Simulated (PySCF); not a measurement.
Isomers of C4H6O2S.

All values: PBE0/pcSseg-1 (PySCF) at GFN2-xTB geometries, gas phase, one conformer each.

Task: Rank by the highest IAO charge on any atom, lowest value first.
A. `[O:1]=[S:2]1(=[O:3])[CH2:4][CH:5]=[CH:6][CH2:7]1` with O1–S2–C4–C5 -88°, S2–C4–C5–C6 -19°, C5–C6–C7–S2 19°, O1–S2–C7–C6 88°
B. `[CH2:1]=[CH:2][S:3](=[O:4])(=[O:5])[CH:6]=[CH2:7]` with C1–C2–S3–O4 5°, C2–S3–C6–C7 -110°
C. `[CH3:1][C:2](=[S:3])[CH2:4][O:5][CH:6]=[O:7]` with C1–C2–C4–O5 -29°, C2–C4–O5–C6 98°, C4–O5–C6–O7 -1°
D. `[CH3:1][S:2](=[O:3])(=[O:4])[C:5]1=[CH:6][CH2:7]1` with C1–S2–C5–C6 -155°
E. `[OH:1][CH2:2][C@@H:3]1[CH2:4][O:5][C:6]1=[S:7]` with H–O1–C2–C3 -67°, O1–C2–C3–C4 -74°

Result: E (+0.350 e), C (+0.400 e), A (+1.979 e), B (+2.001 e), D (+2.034 e).

Task: Rank by HOMO energy, highest first.
A. `[CH2:1]=[CH:2][S:3](=[O:4])(=[O:5])[CH:6]=[CH2:7]` with C1–C2–S3–O4 5°, C2–S3–C6–C7 -110°
B. `[CH3:1][S:2](=[O:3])(=[O:4])[C:5]1=[CH:6][CH2:7]1` with C1–S2–C5–C6 -155°
C. `[OH:1][CH2:2][C@@H:3]1[CH2:4][O:5][C:6]1=[S:7]` with H–O1–C2–C3 -67°, O1–C2–C3–C4 -74°
D. `[O:1]=[S:2]1(=[O:3])[CH2:4][CH:5]=[CH:6][CH2:7]1` with O1–S2–C4–C5 -88°, S2–C4–C5–C6 -19°, C5–C6–C7–S2 19°, O1–S2–C7–C6 88°

Result: C (-6.77 eV), B (-7.94 eV), D (-8.20 eV), A (-8.34 eV).

Task: Rank by dipole moment, highest first.
A. `[CH3:1][C:2](=[S:3])[CH2:4][O:5][CH:6]=[O:7]` with C1–C2–C4–O5 -29°, C2–C4–O5–C6 98°, C4–O5–C6–O7 -1°
B. `[CH3:1][S:2](=[O:3])(=[O:4])[C:5]1=[CH:6][CH2:7]1` with C1–S2–C5–C6 -155°
C. `[O:1]=[S:2]1(=[O:3])[CH:4]=[CH:5][CH2:6][CH2:7]1` with O1–S2–C4–C5 -102°, C4–C5–C6–C7 -13°, C5–C6–C7–S2 20°, O1–S2–C7–C6 95°
D. `[O:1]=[S:2]1(=[O:3])[CH2:4][CH:5]=[CH:6][CH2:7]1` with O1–S2–C4–C5 -88°, S2–C4–C5–C6 -19°, C5–C6–C7–S2 19°, O1–S2–C7–C6 88° (3-sulfolene)
E. `[OH:1][CH2:2][C@@H:3]1[CH2:4][O:5][C:6]1=[S:7]` with H–O1–C2–C3 -67°, O1–C2–C3–C4 -74°

Result: C (5.44 D), D (4.74 D), B (4.33 D), E (3.65 D), A (2.15 D).

All values together:

```csv
SMILES,μ (D),HOMO (eV),LUMO (eV),lowest IAO charge (e),highest IAO charge (e),lowest Hirshfeld charge (e),highest Hirshfeld charge (e)
C=CS(=O)(=O)C=C,4.63,-8.34,-1.59,-0.889 (O),+2.001 (S),-0.311 (O),+0.508 (S)
CS(=O)(=O)C1=CC1,4.33,-7.94,-1.17,-0.876 (O),+2.034 (S),-0.318 (O),+0.522 (S)
CC(=S)COC=O,2.15,-6.70,-2.28,-0.445 (O),+0.400 (C),-0.243 (O),+0.183 (C)
O=S1(=O)CC=CC1,4.74,-8.20,-0.59,-0.887 (O),+1.979 (S),-0.328 (O),+0.524 (S)
O=S1(=O)C=CCC1,5.44,-8.08,-0.83,-0.885 (O),+1.987 (S),-0.330 (O),+0.511 (S)
OC[C@@H]1COC1=S,3.65,-6.77,-1.47,-0.542 (O),+0.350 (H),-0.225 (O),+0.170 (H)
```

Conformers: `[CH2:1]=[CH:2][S:3](=[O:4])(=[O:5])[CH:6]=[CH2:7]` with C1–C2–S3–O4 5°, C2–S3–C6–C7 -110°; `[CH3:1][S:2](=[O:3])(=[O:4])[C:5]1=[CH:6][CH2:7]1` with C1–S2–C5–C6 -155°; `[CH3:1][C:2](=[S:3])[CH2:4][O:5][CH:6]=[O:7]` with C1–C2–C4–O5 -29°, C2–C4–O5–C6 98°, C4–O5–C6–O7 -1°; `[O:1]=[S:2]1(=[O:3])[CH2:4][CH:5]=[CH:6][CH2:7]1` with O1–S2–C4–C5 -88°, S2–C4–C5–C6 -19°, C5–C6–C7–S2 19°, O1–S2–C7–C6 88°; `[O:1]=[S:2]1(=[O:3])[CH:4]=[CH:5][CH2:6][CH2:7]1` with O1–S2–C4–C5 -102°, C4–C5–C6–C7 -13°, C5–C6–C7–S2 20°, O1–S2–C7–C6 95°; `[OH:1][CH2:2][C@@H:3]1[CH2:4][O:5][C:6]1=[S:7]` with H–O1–C2–C3 -67°, O1–C2–C3–C4 -74°.
